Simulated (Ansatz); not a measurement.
`C[CH2][Sb]1[CH]=[N]1`, relaxed with RKS PBE0-D4/def2-TZVP in Ansatz from a PBE-D4/def2-SVP geometry. The force threshold is 0.005 eV/Å; the program also tests the step.

Total charge 0; spin multiplicity 1. Sb takes the def2 core potential.

Start:

```xyz
11

C    -0.843    0.377    1.137
C    -0.267   -0.904    0.540
Sb   -0.289   -0.908   -1.680
C     1.432    0.409   -1.854
N     0.494    1.232   -1.814
H    -1.914    0.508    0.878
H    -0.766    0.377    2.246
H    -0.309    1.276    0.765
H    -0.854   -1.799    0.839
H     0.779   -1.079    0.861
H     2.536    0.511   -1.918
```

```csv
step,energy (eV),largest force (eV/Å),largest move (Å)
1,-11231.3280,1.323,0.000
2,-11231.4122,0.247,0.071
3 (rejected),-11231.3995,0.458,0.074
4,-11231.4187,0.125,0.037
5,-11231.4205,0.062,0.017
6 (rejected),-11231.4205,0.062,0.015
7,-11231.4208,0.041,0.007
8 (rejected),-11231.4208,0.064,0.021
9,-11231.4210,0.014,0.010
10,-11231.4210,0.021,0.010
11,-11231.4211,0.021,0.009
12,-11231.4212,0.012,0.018
13,-11231.4212,0.008,0.015
14,-11231.4213,0.009,0.006
15,-11231.4213,0.012,0.006
16,-11231.4213,0.005,0.003
```

End:

```xyz
11

C    -0.866    0.371    1.150
C    -0.251   -0.871    0.527
Sb   -0.300   -0.829   -1.647
C     1.443    0.372   -1.866
N     0.538    1.204   -1.797
H    -1.920    0.475    0.881
H    -0.805    0.338    2.243
H    -0.356    1.277    0.816
H    -0.797   -1.774    0.819
H     0.786   -1.006    0.839
H     2.527    0.441   -1.965
```

Hardware: 4 threads of a server CPU on a shared host. Wall time 65 s, peak host memory 0.6 GiB.
